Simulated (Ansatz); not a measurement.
Reaction (redistribution): `C[S][Al]([F])[SiH3]` + `N[Si]1(O)CC1` → `C[S][Al]([NH2])[F]` + `O[Si]1([SiH3])CC1`

Computed with Ansatz on PBE0-D4/def2-TZVP structures; ΔE is electronic, products minus reactants. CCSD(T)/CBS is the MP2 limit (def2-TZVPP, def2-QZVPP) plus CCSD(T) − MP2 in def2-TZVPP, frozen cores. Functionals use def2-TZVPP. B3LYP here is the variant with VWN-RPA as its local correlation; programs differ in this. One conformer a species, not always the lowest.

```json
{"level": "B3LYP-D4", "ΔE (kJ/mol)": "-28.2"}
{"level": "PBE0", "ΔE (kJ/mol)": "-24.2"}
{"level": "HF/def2-TZVPP", "ΔE (kJ/mol)": "-25.3"}
{"level": "HF/CBS(def2)", "ΔE (kJ/mol)": "-25.5"}
```

Problem. What does CCSD(T)/CBS give? (An estimate is asked.)

Solution. The calculation gave: -27.2 kJ/mol. The listed levels differ from it by -1.0, 3.0, 1.9, 1.7 kJ/mol.

Largest T1 diagnostic among the species: 0.013.
